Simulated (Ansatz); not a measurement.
Ansatz (a program for electronic structure) input:

Ansatz 0.2 input:
```yaml
crystal:
  periodic: [false, false, false]
  atoms:
    - {symbol: Hf, position_ang: [0.00000000, 0.00000000, 0.00000000]}
    - {symbol: I, position_ang: [0.00000000, 0.00000000, 2.69674236]}
    - {symbol: I, position_ang: [-0.00000000, -0.00000000, -2.69674236]}
basis:
  gaussian:
    orbitals: def2-TZVPD
hamiltonian:
  xc: {name: PBE0}
total_charge: 1
magnetization: {spin_polarized: true, initial_magnetization: 1}
```

Task: Predict the final energy.

Result: -643.23381 Eh (PBE0/def2-TZVPD). The basis has 161 functions.

This state (charge 1, doublet) is run at the relaxed geometry of the species with charge 0 and multiplicity 1.
